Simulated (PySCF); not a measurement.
Computed shifts of a molecule F₂H₅NSi₂, PySCF with HF/pcSseg-1, GIAO, gas phase, atoms alike by connectivity averaged where their shifts nearly agree, in ppm (number of nuclei): ²⁹Si: -0.8 (1), -49.3 (1). ¹⁹F: -132.2 (2). ¹⁵N: -9.7 (1). ¹H: 5.21 (1), 4.72 (2), 0.63 (2). References: ²⁹Si against TMS (σ = 393.8 ppm); ¹⁹F against CFCl3 (σ = 238.5 ppm); ¹⁵N against NH3 (σ = 267.3 ppm); ¹H against TMS (σ = 31.99 ppm), references at their B3LYP-D3(BJ)/def2-TZVP geometries, non-relativistic. Coordinates come from a PBE-D3(BJ)/def2-SVP optimisation. One conformer was computed; it need not be the lowest.

**Question.** Which structure fits?
A) N[SiH2][SiH](F)F
B) N[Si](F)(F)[SiH3]
C) N[Si@@H](F)[SiH2]F
D) F[SiH](F)N[SiH3]

**Answer.** A, N[SiH2][SiH](F)F
